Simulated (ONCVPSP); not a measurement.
Si: one change to an ONCV potential, before and after

- Element: Si
- Generator: ONCVPSP 4.0.1
- Type: optimised norm-conserving Vanderbilt (ONCV)
- Functional: PBE
- Relativity: non-relativistic
- Frozen core: [Ne]
- Valence charge: 4
- Reference configuration: 3s2 3p2
- Partial waves: 3s: rc 1.95 bohr, ncon 4, nbas 8, qcut 3.1 1/bohr, 2 projectors, debl 0.8 Ha; 3p: rc 2.20 bohr, ncon 4, nbas 8, qcut 3.4 1/bohr, 2 projectors, debl 0.8 Ha; d scattering state at 0.18 Ha: rc 2.35 bohr, ncon 5, nbas 8, qcut 4.3 1/bohr, 2 projectors, debl 0.8 Ha
- Local potential: polynomial inside 1.95 bohr (lpopt 2, dvloc0 1 Ha)
- Core correction: Teter function, fcfact 6, rcfact 1.45

Change: reference 3s2; wave 3p: rc 2.20 bohr, ncon 4, nbas 8, qcut 3.4 1/bohr, 2 projectors, debl 0.8 Ha becomes p scattering state at 0.19 Ha: rc 2.20 bohr, ncon 4, nbas 8, qcut 3.4 1/bohr, 2 projectors, debl 0.8 Ha. In the s channel the program set the typed energies aside and used -1.047, 0.250 Ha. In the p channel the program set the typed energies aside and used 0.050, 0.850 Ha. In the d channel the program set the typed energies aside and used 0.050, 0.850 Ha.

Cutoffs: the cutoffs (Ha) at which the residual kinetic energy of the hardest occupied pseudo-wave falls to 1 and 0.1 mHa per electron; they do not see the model core or the augmentation charge, which bear on the density cutoff. Errors are all-electron minus pseudo energies relative to the spin-unpolarised reference configuration.

Q: What does the change do?

A: The potential gets harder (14 Ha and 42 Ha → 22 Ha and 44 Ha); the range in which the p phases agree widens (upper end 2.5 → at the end of the scan); neither file shows a bound ghost.

| quantity | base | changed |
| --- | --- | --- |
| cutoff, loose | 14 Ha | 22 Ha |
| cutoff, tight | 42 Ha | 44 Ha |
| bound ghosts | none | none |
| GHOST(+) flags under 300 eV | none | none |
| largest error over its own tests, meV | -51 | -57 |
| s: phases at 1.98 bohr within 0.05 rad from the reference energy up to (Ha; the scan ends near 5) | 2.8 | 2.2 |
| p: phases at 2.23 bohr within 0.05 rad from the reference energy up to (Ha; the scan ends near 5) | 2.5 | to the end of the scan |
| d: phases at 2.38 bohr within 0.05 rad from the reference energy up to (Ha; the scan ends near 5) | to the end of the scan | to the end of the scan |
| rms error of d²Exc/dni dnj with the model core, mHa | 1.51 | 4.39 |
